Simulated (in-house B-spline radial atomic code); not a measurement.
Configurations of Pt4+, with energies counted from [Xe] 4f14 (5d3/2)4 (5d5/2)2. Level of theory: Dirac-Hartree-Fock, average of each configuration as written, Fermi nucleus of rms radius 5.427 fm; calculated with an all-electron radial atomic-structure program (B-spline basis). Energies include first-order Breit, QED and recoil terms.

Occupations are held fixed; configurations that lie above the ionisation limit could autoionise.

```csv
configuration,E - E(ref) (eV),highest orbital,its <r> (bohr)
[Xe] 4f14 (5d3/2)1 (5d5/2)5,4.8793,5d5/2,1.437
[Xe] 4f14 (5d3/2)3 (5d5/2)2 8s1,44.611,8s1/2,6.82
[Xe] 4f14 (5d3/2)4 (5d5/2)1 (9f5/2)1,51.895,9f5/2,16.97
[Xe] (4f5/2)5 (4f7/2)8 (5d3/2)2 (5d5/2)4 (7p3/2)1,119.04,7p3/2,4.887
[Kr] 4d10 4f14 5s2 (5p1/2)1 (5p3/2)4 (5d3/2)1 (5d5/2)5 (7f5/2)1,121.4,7f5/2,8.908
[Kr] (4d3/2)3 (4d5/2)6 4f14 5s2 5p6 (5d3/2)4 (5d5/2)2 (5f7/2)1,374.79,5f7/2,3.097
```

Problem. Order these further configurations by energy, lowest first.
A. [Xe] 4f14 (5d5/2)5 (8p1/2)1
B. [Kr] (4d3/2)3 (4d5/2)6 4f14 5s2 5p6 (5d3/2)4 (5d5/2)2 (7f5/2)1
C. [Xe] 4f14 (5d3/2)1 (5d5/2)4 (5f7/2)1
D. [Kr] 4d10 4f14 5s2 (5p1/2)2 (5p3/2)3 (5d3/2)3 (5d5/2)3 (6f5/2)1
E. [Kr] 4d10 4f14 5s2 (5p1/2)1 (5p3/2)4 (5d5/2)6 (9g9/2)1

Solution. C (40.009 eV), A (50.972 eV), D (99.437 eV), E (126.91 eV), B (387.44 eV).

Problem. How far above the reference does [Xe] 4f14 (5d5/2)6 lie?

Solution. 5.8814 eV; its least bound orbital is 5d5/2 with <r> = 1.435 bohr.
